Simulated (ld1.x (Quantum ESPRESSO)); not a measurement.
## What one change does to a pseudopotential (Rh (Z = 45), TM)

Rh, norm-conserving Troullier–Martins (Kleinman–Bylander form), made with ld1.x (Quantum ESPRESSO) 7.5 (PBE, scalar-relativistic). Core [Kr], reference 4d8 5s0 5p0 (charge +1). Waves: 5p (bound, empty): rc 3.15 bohr; 4d (bound): rc 2.00 bohr; 5s (bound, empty): rc 2.05 bohr. Local part: the s channel. Core correction: a·sin(br)/r model core inside 1.00 bohr.

Change: wave 5s (bound): rc 2.05 bohr becomes 5s (bound): rc 1.92 bohr.

Cutoffs: the cutoffs (Ry, on a coarse ladder) from which the occupation-weighted sum of valence levels, in a spherical-Bessel basis at the reference potential, stays within 10 and 1 mRy of its value at 400 Ry; they do not see the model core or the augmentation charge, which bear on the density cutoff. Errors are all-electron minus pseudo energies relative to the spin-unpolarised reference configuration.

**Question.** How do hardness, ghosts and transferability respond?

**Answer.** The potential gets neither clearly harder nor softer (50 Ry and 60 Ry → 50 Ry and 60 Ry); of the 7 tests that both files solve, the error grows in 0 and shrinks in 2 by more than 15 % and 0.3 meV (median size 164.9 → 134.5 meV); neither file shows a bound ghost.

| quantity | base | changed |
| --- | --- | --- |
| cutoff, loose | 50 Ry | 50 Ry |
| cutoff, tight | 60 Ry | 60 Ry |
| bound ghosts | none | none |
| error for 4d8 5s1 5p0, meV [ΔE -7.46 eV] | -7.3 | -4.0 |
| error for 4d7 5s0 5p0, meV [ΔE 19.51 eV] | -144 | -135 |
| error for 4d6 5s0 5p0, meV [ΔE 52.02 eV] | -731 | -692 |
| error for 4d5 5s0 5p0, meV [ΔE 98.96 eV] | -1922 | -1840 |
| error for 4d9 5s0 5p0, meV [ΔE -8.37 eV] | -57 | -51 |
| error for 4d7 5s2 5p0, meV [ΔE -4.98 eV] | -165 | -126 |
| error for 4d7 5s1 5p1, meV [ΔE -0.84 eV] | -176 | -150 |
| s: phases at 3.40 bohr within 0.05 rad from the reference energy up to (Ry; the scan ends near 5) | 0.9 | 0.6 |
| p: phases at 3.40 bohr within 0.05 rad from the reference energy up to (Ry; the scan ends near 5) | 1.9 | 2.2 |
| d: phases at 3.40 bohr within 0.05 rad from the reference energy up to (Ry; the scan ends near 5) | 0.1 | 0.2 |
